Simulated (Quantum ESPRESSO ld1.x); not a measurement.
Task: These are the eigenvalues of the occupied orbitals of an atom or ion with whole-number occupations (eV). Calculated with ld1.x of Quantum ESPRESSO 7.5: scalar-relativistic Kohn-Sham, LDA (Slater exchange, Perdew-Zunger correlation), spin-unpolarised, spherical densities, point nucleus.

| orbital | eigenvalue |
|---|---|
| 1s | -25599.5 |
| 2s | -4025.57 |
| 2p | -3644.37 |
| 3s | -971.393 |
| 3p | -846.075 |
| 3d | -649.005 |
| 4s | -353.325 |
| 4p | -312.003 |

Which element is it, and in what charge state? The configuration may be excited.

Result: Z = 47, silver, charge +13: Ag13+ in [Ar] 3d10 4s2 4p4. The list shows which subshells hold electrons but not how many an open one holds; the 1s level, -940.77 hartree, gives Z - s = 43.4 by -(Z - s)^2/2, which with screening and relativity narrows Z to a few neighbours, and the depths of the outer levels then fix element, charge and occupations together.
